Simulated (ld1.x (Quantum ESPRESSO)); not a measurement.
**silicon: variants of one TM potential**

Base potential:

* Element: silicon (Si)
* Generator: ld1.x (Quantum ESPRESSO) 7.5
* Type: norm-conserving Troullier–Martins (Kleinman–Bylander form)
* Functional: PBE
* Relativity: non-relativistic
* Frozen core: [Ne]
* Valence charge: 4
* Reference configuration: 3s2 3p2
* Partial waves: 3p (bound): rc 1.40 bohr; 3s (bound): rc 1.70 bohr
* Local potential: the s channel
* Core correction: none

All-electron outer shells of the reference configuration (PBE, non-relativistic, ld1.x):

```tsv
shell	level (eV)	outermost node (bohr)	outermost maximum (bohr)
2p	-95.59	–	0.39
3s	-10.77	0.72	1.80
3p	-4.09	0.72	2.17
```

Cutoffs, loose and tight: the cutoffs (Ry, on a coarse ladder) from which the occupation-weighted sum of valence levels, in a spherical-Bessel basis at the reference potential, stays within 10 and 1 mRy of its value at 400 Ry. They do not see the model core or the augmentation charge, which bear on the density cutoff. Test errors are all-electron minus pseudo excitation energies from the reference, over the configurations 3s2 3p1; 3s2 3p0; 3s1 3p0; 3s1 3p3; 3s2 3p1.5; 3s2 3p2.3; 3s1 3p2. A dash means not determined; rows that change the core or the reference have their own tests.

```tsv
change	outcome	cutoff, loose	cutoff, tight	bound ghosts	largest test error (meV)
base	generated	45 Ry	60 Ry	none	+67
all radii scaled by about 0.90 (s 1.52, p 1.26 bohr)	generated	70 Ry	100 Ry	none	+66
all radii scaled by about 1.04 (s 1.76, p 1.46 bohr)	generated	35 Ry	55 Ry	none	+67
all radii scaled by about 1.17 (s 2.00, p 1.64 bohr)	generated	15 Ry	40 Ry	none	+74
all radii scaled by about 1.37 (s 2.32, p 1.92 bohr)	generated	10 Ry	30 Ry	none	+88
```

(1) What comes out with this change to the base: all radii scaled by about 1.27 (s 2.16, p 1.78 bohr)?

(2) What comes out with this change to the base: all radii scaled by about 0.75 (s 1.28, p 1.04 bohr)?

## Answers

(1) outcome: generated; cutoff, loose: 12 Ry; cutoff, tight: 30 Ry; bound ghosts: none; largest test error (meV): +83.

(2) outcome: generated; cutoff, loose: 260 Ry; cutoff, tight: 300 Ry; bound ghosts: none; largest test error (meV): +78.

Reading the sweep of the scale of all radii (base = 1) (base included, trends over the rows without a ghost): The loose cutoff falls from 260 Ry at 0.75 to 10 Ry at 1.37. A larger radius leaves more room for a smooth pseudo-wave, so fewer plane waves are needed; a smaller one forces it to follow the all-electron wave where it bends sharply. The median size of the test errors (rows with all tests solved) is not monotonic: lowest 1.2 meV at 1.04, highest 17.9 meV at 0.75.
